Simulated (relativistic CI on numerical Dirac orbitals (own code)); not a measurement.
## Ba XL: sensitivity of the levels to the model

Base calculation: Dirac-Coulomb-Breit CI, separate exchange-only KLI orbitals for each configuration, a model potential for QED, unscaled Slater integrals.

Configurations in the expansion (outside the closed core [Ne]): 3s2.3p5, 3s.3p6, 3s2.3p4.3d, 3s.3p5.3d, 3p6.3d, 3s.3p4.3d2, 3s2.3p3.3d.4p, 3p6.4s, 3s.3p4.3d.4s, 3s2.3p4.4s, 3p6.4p, 3s2.3p4.4p, 3s2.3p4.4d, 3p5.3d.4p, 3s.3p5.4s, 3s2.3p4.4f, 3s.3p5.4p, 3s.3p5.4d, 3s.3p5.4f, 3s2.3p4.5s, 3s2.3p4.5p, 3s2.3p3.4s.4p, 3s2.3p4.5d, 3s2.3p4.5f, 3s2.3p4.5g, 3s.3p4.4s2, 3s.3p5.5s, 3s.3p5.5p, 3s2.3p3.3d2, 3s2.3p2.3d3, 3s.3p3.3d3, 3s2.3p2.3d2.4s, 3s2.3p2.3d2.4p, 3s2.3p2.3d2.4d, 3p5.3d2, 3p4.3d3, 3p4.3d2.4s, 3p4.3d2.4p, 3p4.3d2.4d, 3s2.3p3.3d.4s, 3s.3p3.3d2.4s, 3s2.3p2.3d.4s2, 3s2.3p2.3d.4s.4p, 3s2.3p2.3d.4s.4d, 3p5.3d.4s, 3p4.3d.4s2, 3p4.3d.4s.4p, 3p4.3d.4s.4d, 3s2.3p3.4s2, 3s.3p3.3d.4s2, 3s2.3p2.4s2.4p, 3s2.3p2.4s2.4d, 3s2.3p3.4p2, 3s2.3p2.3d.4p2, 3s.3p3.3d.4p2, 3s2.3p2.4s.4p2, 3s2.3p2.4p3, 3s2.3p2.4p2.4d. Double excitations out of closed p, d and f shells are left out; levels of such configurations are missing from the list, as are those of other unlisted configurations, and high levels can miss mixing partners. These lack a partner that the ground configuration has and come out too high: 3s2.3p4.4f, 3s.3p5.4p, 3s.3p5.4d, 3s.3p5.4f, 3s2.3p4.5s.

Variants: (1) P86 correlation estimate; (2) configuration mixing switched off; (3) Breit term removed. Shifts of the energy above 3s2.3p5 2P°_3/2, in cm⁻¹, for the lowest level and the first level of each name with at least 55 % of one term (blank where a level changes its place among those of its configuration and J or its character, or is not in the variant):

```csv
Level,Base,Δ(1),Δ(2),Δ(3)
3s2.3p5 2P°_3/2,0,0,0,0
3s2.3p5 2P°_1/2,742563,+19,+5834,+9512
3s2.3p4.3d 2D_3/2,1479994,+3125,-16019,+5034
3s2.3p4.3d 4F_9/2,1519483,+3115,-24513,+13462
3s2.3p4.3d 4D_1/2,1999643,+3125,-17626,+14282
3s2.3p4.3d 2G_7/2,2128659,+3127,-18783,+18273
3s2.3p4.3d 2G_9/2,2287337,+3128,-18761,+24382
```

At this charge energies of transitions that change n are usually good to better than 1 %, and those within a shell (Δn = 0) to a few per cent.

Ionisation energy from the two ground configurations alone: base 2900.06 eV; P86 correlation estimate 2902.07 eV; Breit term removed 2902.33 eV. The NIST ASD value (theoretical) is 2901 eV.

LS names give the leading component of a level, which can be under half, so a name can repeat, a term be missing and a line seem to break the LS rules.
